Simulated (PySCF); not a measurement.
ZrCl4, SMILES [Zr]([Cl])([Cl])([Cl])[Cl], multiplicity 1. Atoms are numbered in the order given.

```xyz
5

Zr     0.0000     0.0000     0.0000
Cl     1.3476     1.3476    -1.3476
Cl    -1.3476     1.3476     1.3476
Cl    -1.3476    -1.3476    -1.3476
Cl     1.3476    -1.3476     1.3476
```

Coordinates come from a PBE-D3(BJ)/def2-SVP optimisation. The multiplicity is an assumed one; other spin states were not compared. The isomer is the one that the SMILES or the coordinates give; other isomers of the formula were not compared. The def2 effective core potentials stand for the cores of Zr; spin–orbit coupling is left out.

The numbers are results of PBE0/def2-TZVP in PySCF, not measurements.

Symmetry labels are those of the subgroup D2 that the program uses (full group Td).

**Question.** List the valence orbital energies around the gap with their symmetry. (Estimate from the structure and the level; the computed values follow.)

**Answer.** 
```csv
orbital,symmetry,energy (eV)
HOMO−7,A,-10.78
HOMO−6,A,-10.78
HOMO−5,B1,-10.26
HOMO−4,B2,-10.26
HOMO−3,B3,-10.26
HOMO−2,B1,-9.73
HOMO−1,B2,-9.73
HOMO,B3,-9.73
LUMO,A,-2.81
LUMO+1,A,-2.81
LUMO+2,B1,-1.97
LUMO+3,B2,-1.97
```
